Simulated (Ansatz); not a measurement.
CH₆SiSn, SMILES `[CH2]1[SiH2][SnH2]1`, relaxed with RKS PBE-D4/def2-SVP in Ansatz 0.2.0 from a rough embedded geometry. The force threshold is 0.03 eV/Å; the program also tests the step.

Charge 0, multiplicity 1. Sn takes the def2 core potential.

Start:

```xyz
9

C     0.258   -0.241    0.988
Si   -1.097   -0.553   -0.148
Sn    1.033    0.804   -0.621
H     0.772   -1.164    1.277
H    -0.063    0.435    1.879
H    -2.315    0.277    0.047
H    -1.096   -1.921   -0.734
H     1.971   -0.147   -1.793
H     0.536    2.511   -0.895
```

Task: How much energy does the relaxation release, and in how many steps? (An estimate is asked.)

Result: The calculation gave: 77.59 kJ/mol, in 9 steps, 1 of them rejected.

Task: Which bonds change most? (Best estimate.)

Result: Ansatz gave: C1–Sn3 from 2.070 to 2.274 Å; C1–Si2 from 1.795 to 1.886 Å; Sn3–H9 from 1.799 to 1.721 Å; Si2–Sn3 from 2.570 to 2.512 Å.

Task: Give the relaxed structure. (Best estimate.)

Result: Ansatz gave: 
```xyz
9

C     0.241   -0.226    1.003
Si   -1.183   -0.586   -0.180
Sn    0.776    0.773   -0.969
H     0.890   -1.070    1.300
H     0.051    0.466    1.844
H    -2.501    0.089    0.069
H    -1.348   -1.993   -0.676
H     2.200    0.068   -1.630
H     0.874    2.478   -0.762
```
